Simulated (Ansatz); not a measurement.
Calculated with Ansatz (gas phase, PBE0-D4/def2-TZVP geometries, no zero-point term in ΔE). CCSD(T)/CBS is the MP2 limit (def2-TZVPP, def2-QZVPP) plus CCSD(T) − MP2 in def2-TZVPP, frozen cores. This one scheme is used for every species. For Ge outer-core shells are correlated without core-valence functions, which leaves a few kJ/mol of doubt a bond. Scalar relativity is left out up to krypton. Each species was taken in one conformer, which may not be the lowest.

Consider the formal hydrolysis of the Si–Ge bond: `C[Si](F)(Cl)[GeH3]` + H₂O → `C[Si](O)(F)Cl` + GeH₄.

`C[Si](F)(Cl)[GeH3]`:

Cartesian coordinates in Å:
```
C -1.676 0.545 -0.233
Si 0.123 0.423 -0.642
F 0.265 -0.108 -2.145
Cl 0.948 2.306 -0.599
Ge 1.409 -0.988 0.777
H -2.148 -0.439 -0.292
H -2.177 1.216 -0.936
H -1.813 0.937 0.777
H 0.867 -2.427 0.738
H 2.878 -0.992 0.333
H 1.323 -0.473 2.223
```

H₂O:

Cartesian coordinates in Å:
```
O -0.070 -0.335 0.185
H 0.513 -0.193 -0.563
H -0.443 0.528 0.378
```

`C[Si](O)(F)Cl`:

Z-matrix (Å, degrees):
```
C
Si 1 1.834
H 1 1.092 2 110.0
H 1 1.091 2 110.4 3 -119.8
H 1 1.091 2 110.5 3 120.0
O 2 1.623 1 109.4 3 58.1
F 2 1.591 1 110.3 3 -62.8
Cl 2 2.049 1 112.0 3 -179.6
H 6 0.958 2 119.2 1 170.2
```

GeH₄:

```xyz
5

Ge    0.000    0.000    0.000
H     1.009   -0.850   -0.783
H     0.605    1.381    0.284
H    -0.333   -0.695    1.327
H    -1.282    0.164   -0.827
```

| species | CCSD(T)/CBS(def2) energy (Eh) |
| --- | --- |
| `C[Si](F)(Cl)[GeH3]` | -2966.56047 |
| H₂O | -76.37941 |
| `C[Si](O)(F)Cl` | -964.48585 |
| GeH₄ | -2078.49493 |

(1) Work out ΔE.

Largest T1 diagnostic among the species: 0.012.

Answers

(1) ΔE = (-964.48585) + (-2078.49493) − (-2966.56047) − (-76.37941) = -0.04090 Eh = -107.4 kJ/mol.

At CCSD(T), def2-SVP lies −8.4 kJ/mol from the extrapolated value and def2-TZVPP −5.3 kJ/mol. In def2-TZVPP, CCSD(T) changes the Hartree–Fock value by +25.4 kJ/mol (the triples alone add +3.1 kJ/mol) and MP2 by +23.8 kJ/mol.
